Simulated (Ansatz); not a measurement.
Ligand-field states of TiF3 at its PBE-D4/def2-TZVP geometry (relaxed as a doublet).

```xyz
4

Ti    0.0004   -0.0007    0.0001
F     0.0928    0.2073    1.7636
F    -1.4191   -0.7846   -0.7295
F     1.3259    0.5780   -1.0342
```

CASSCF(1,5) on the Ti 3d shell in def2-TZVP, averaged with equal weights over 5 doublets, then SC-NEVPT2; Ansatz, no spin–orbit coupling. The space holds no ligand orbitals and no second d shell, so covalent complexes are described poorly.

Estimate the states' energies above the lowest.


```json
{"state": "doublet 1", "CASSCF (eV)": "0.00", "NEVPT2 (eV)": "0.00"}
{"state": "doublet 2", "CASSCF (eV)": "0.37", "NEVPT2 (eV)": "0.56"}
{"state": "doublet 3", "CASSCF (eV)": "0.37", "NEVPT2 (eV)": "0.56"}
{"state": "doublet 4", "CASSCF (eV)": "2.43", "NEVPT2 (eV)": "2.66"}
{"state": "doublet 5", "CASSCF (eV)": "2.43", "NEVPT2 (eV)": "2.66"}
```
The lowest NEVPT2 state is a doublet. Run time 6 s (4 threads of Arm Neoverse V1 on a shared host).
